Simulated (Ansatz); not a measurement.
Al₅Sb₅H₁₈, a cluster cut from zinc blende AlSb (hydrogen-capped). Charge 0, multiplicity 1. Geometry PBE-D4/def2-SVP.

```xyz
28

Al   -3.4116   -0.3579    1.2599
Al   -0.9907   -4.6615    1.3576
Al   -1.4246    3.3147   -0.5794
Al    3.1278    2.9519   -2.4612
Al    0.2725   -0.8320   -1.3646
Sb   -1.1295    0.7450    0.2679
Sb    0.8242   -3.0251    0.1199
Sb   -2.4192   -2.6164    2.4479
Sb    2.6728    0.3930   -1.5969
Sb    1.1912    4.0576   -0.8995
H    -3.9798    0.5780    2.4294
H    -4.2658   -0.8761    0.0071
H    -0.2196   -5.4984    2.4818
H    -1.8635   -5.2883    0.1708
H    -2.0201    4.1954    0.6191
H    -2.0346    3.2538   -2.0598
H     4.5880    3.3876   -1.9739
H     2.6094    2.9796   -3.9757
H    -0.3727   -1.1941   -2.7791
H    -0.0599    0.8393    1.6117
H     1.8572   -2.4015    1.3389
H     2.0361   -3.9353   -0.6890
H    -1.5192   -2.1156    3.8201
H    -3.6810   -3.3698    3.3366
H     3.3089    0.2734   -0.0086
H     3.7761   -0.7123   -2.3124
H     1.8814    4.1740    0.6670
H     1.2462    5.7409   -1.2357
```

In the def2 sets Sb takes a core potential, while STO-3G treats all electrons; there is no spin–orbit coupling.

(1) Estimate the orbital energies around the gap (eV) in Ansatz with HF/STO-3G, PBE-D4/def2-SVP, r2SCAN-D4/def2-SVP, PBE0-D4/def2-SVP.

## Answers

(1) 
| orbital | HF/STO-3G | PBE-D4/def2-SVP | r2SCAN-D4/def2-SVP | PBE0-D4/def2-SVP |
| --- | --- | --- | --- | --- |
| HOMO−5 | -8.14 | -7.05 | -7.38 | -8.24 |
| HOMO−4 | -7.44 | -6.77 | -7.08 | -7.83 |
| HOMO−3 | -7.14 | -6.76 | -7.06 | -7.75 |
| HOMO−2 | -6.94 | -6.50 | -6.79 | -7.46 |
| HOMO−1 | -6.54 | -6.36 | -6.64 | -7.35 |
| HOMO | -6.07 | -6.20 | -6.47 | -7.12 |
| LUMO | 7.23 | -2.46 | -2.36 | -1.80 |
| LUMO+1 | 8.30 | -2.20 | -2.09 | -1.57 |
| LUMO+2 | 8.36 | -2.18 | -2.06 | -1.52 |
| LUMO+3 | 8.98 | -1.76 | -1.60 | -1.07 |
| LUMO+4 | 9.20 | -1.75 | -1.55 | -1.05 |
| LUMO+5 | 9.36 | -1.63 | -1.47 | -0.91 |
